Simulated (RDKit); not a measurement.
Job for RDKit: UFF on CH5BO (SMILES BOC), a point of a torsion scan.

```python
from rdkit import Chem
from rdkit.Chem import AllChem, rdDetermineBonds

blocks = [
'''8

B     1.33593497   -0.09630061    0.23933441
O     0.13693591    0.29564704    0.63672005
C    -1.04549141    0.10960366   -0.10495428
H     1.51475228   -0.68129140   -0.77180618
H     2.21402402    0.16679152    0.96864521
H    -1.06559724   -0.86978732   -0.58939494
H    -1.89001599    0.19027619    0.58213352
H    -1.13230401    0.88665335   -0.86820167
''',
]
mol = None
for b in blocks:
    f = Chem.MolFromXYZBlock(b)
    rdDetermineBonds.DetermineBonds(f, charge=0)
    mol = f if mol is None else Chem.CombineMols(mol, f)
Chem.SanitizeMol(mol)
print(Chem.MolToSmiles(Chem.RemoveHs(mol)))
ff = AllChem.UFFGetMoleculeForceField(mol, vdwThresh=100.0, ignoreInterfragInteractions=False)
e = ff.CalcEnergy()
print(f'UFF energy {e:.6f} kcal/mol')
```

Program output:

```
BOC
UFF energy 34.542930 kcal/mol
```

The run finished.

Cost: around 0.010 core-seconds (rough).
